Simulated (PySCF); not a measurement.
```xyz
13

C      1.6096     0.2113    -0.1221
C      0.1950     0.3878     0.4040
C     -0.5333    -0.8539     0.8909
C     -1.5068    -0.7680    -0.0176
C     -0.9521     0.4821    -0.6687
H      2.3020    -0.0334     0.6869
H      1.6512    -0.5979    -0.8550
H      1.9667     1.1254    -0.6026
H      0.1608     1.2167     1.1178
H     -0.3202    -1.5496     1.6932
H     -2.3876    -1.3630    -0.2227
H     -0.6078     0.3670    -1.6992
H     -1.5775     1.3756    -0.6051
```

Charge 0, multiplicity 1.

Give the Mulliken and meta-Löwdin atomic charges from PBE-D3(BJ)/def2-TZVP // B3LYP-D3(BJ)/def2-TZVP (PySCF 2.14.0).


```tsv
atom	Mulliken (e)	meta-Löwdin (e)
C1	-0.39	-0.35
C2	0.05	-0.06
C3	-0.17	-0.14
C4	-0.16	-0.13
C5	-0.13	-0.22
H6	0.11	0.12
H7	0.12	0.11
H8	0.11	0.12
H9	0.07	0.11
H10	0.09	0.11
H11	0.10	0.11
H12	0.09	0.11
H13	0.09	0.11
```
